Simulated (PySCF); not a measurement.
# Magnetisability: `FC(CC(=O)Br)(F)F`, C$_{3}$H$_{2}$BrF$_{3}$O

Geometry (Å), atoms numbered from 1 in this order:
```xyz
10

O     1.087    1.749   -0.094
C     1.235    0.583   -0.066
Br    3.037   -0.179   -0.131
C     0.211   -0.511    0.018
C    -1.212    0.040    0.036
F    -2.099   -0.964    0.103
F    -1.500    0.738   -1.064
F    -1.440    0.828    1.088
H     0.316   -1.182   -0.840
H     0.374   -1.097    0.927
```

The calculation used GIAO B3LYP/pcSseg-1 magnetisability, rotational g tensor and spin-rotation constants, non-relativistic, gas phase (PySCF 2.14.0). Geometry: GFN2-xTB.

The calculation is non-relativistic, which matters for the atoms heavier than Zn.

(1) What are the magnetisability and the molar susceptibility?

(2) Split it along the inertial axes a, b, c into diamagnetic and paramagnetic parts about the centre of mass, with the quadrupole moment.

(3) And the rotational g tensor?

Results:

(1) Isotropic -1157 × 10⁻³⁰ J/T², or -69.7 × 10⁻⁶ cm³/mol; principal values -1268, -1168, -1035 × 10⁻³⁰ J/T², anisotropy 203 × 10⁻³⁰ J/T² (root of half the summed squared differences of the principal values). The susceptibility is in cgs units.

(2) 
| axis | χ (10⁻⁶ cm³/mol) | diamagnetic (10⁻⁶ cm³/mol) | paramagnetic (10⁻⁶ cm³/mol) | summed x² of all electrons (Å²) | quadrupole Θ (D Å) |
| --- | --- | --- | --- | --- | --- |
| a | -76.4 | -405.4 | 329.0 | 386.5 | -4.84 |
| b | -62.3 | -1784.2 | 1721.9 | 61.5 | -0.12 |
| c | -70.3 | -1901.0 | 1830.7 | 34.0 | +4.96 |

Anisotropies 2χaa − χbb − χcc = -20.1 and 2χbb − χaa − χcc = +22.1 × 10⁻⁶ cm³/mol. Θ is traceless in Buckingham's convention.

(3) 
| axis | rotational constant (GHz) | g | nuclear part | electronic part |
| --- | --- | --- | --- | --- |
| a | 3.5244 | -0.0408 | 0.5039 | -0.5448 |
| b | 0.5913 | -0.0115 | 0.4668 | -0.4783 |
| c | 0.5574 | -0.0095 | 0.4698 | -0.4794 |

Asymmetric top; isotopes 79Br, 12C, 19F, 1H, 16O; no vibrational averaging.
